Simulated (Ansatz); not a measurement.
Frontier orbitals of CH$_{3}$FSZn, SMILES `C[S][Zn][F]`.

Cartesian coordinates in Å:
```
C 0.0296 0.1601 1.1458
S 1.2418 0.3601 -0.2030
Zn 0.1076 -0.2197 -1.9235
F -0.8022 -0.6898 -3.3425
H -0.3016 -0.8723 1.2432
H 0.5528 0.4430 2.0592
H -0.8280 0.8187 1.0208
```

Charge 0, multiplicity 1. For Zn the d shell is correlated and the shells below it are frozen. Scalar relativity is left out up to krypton. The geometry is a stationary point of PBE0-D4/def2-TZVP. It is one conformer, not always the lowest. Basis def2-TZVPP, Ansatz.

```json
{"functional": "PBE", "HOMO (eV)": "-5.96", "LUMO (eV)": "-2.13"}
```

Question: Give HOMO and LUMO (eV) with LDA (SPW92), revPBE, BLYP, r2SCAN, B97M-V, PBE0, B3LYP, r2SCANh, r2SCAN0, HSE06 (plane-wave form), BHLYP, CAM-B3LYP, LC-ωPBE, ωB97X-V, ωB97M-V, HF. (Estimate.)

Answer: The calculation gave: 
```json
{"functional": "LDA (SPW92)", "HOMO": "-6.12", "LUMO": "-2.40"}
{"functional": "revPBE", "HOMO": "-5.90", "LUMO": "-2.01"}
{"functional": "BLYP", "HOMO": "-5.82", "LUMO": "-2.11"}
{"functional": "r2SCAN", "HOMO": "-6.20", "LUMO": "-1.83"}
{"functional": "B97M-V", "HOMO": "-6.26", "LUMO": "-2.03"}
{"functional": "PBE0", "HOMO": "-7.15", "LUMO": "-1.24"}
{"functional": "B3LYP", "HOMO": "-6.93", "LUMO": "-1.57"}
{"functional": "r2SCANh", "HOMO": "-6.65", "LUMO": "-1.51"}
{"functional": "r2SCAN0", "HOMO": "-7.31", "LUMO": "-1.05"}
{"functional": "HSE06 (plane-wave form)", "HOMO": "-6.75", "LUMO": "-1.60"}
{"functional": "BHLYP", "HOMO": "-8.21", "LUMO": "-0.50"}
{"functional": "CAM-B3LYP", "HOMO": "-8.48", "LUMO": "-0.38"}
{"functional": "LC-ωPBE", "HOMO": "-9.83", "LUMO": "0.91"}
{"functional": "ωB97X-V", "HOMO": "-9.47", "LUMO": "0.73"}
{"functional": "ωB97M-V", "HOMO": "-9.33", "LUMO": "0.43"}
{"functional": "HF", "HOMO": "-9.82", "LUMO": "1.55"}
```

B3LYP here is the variant with VWN-RPA as its local correlation; programs differ in this. LC-ωPBE has ω = 0.4 bohr⁻¹. Positive LUMOs are unbound and depend on the basis.
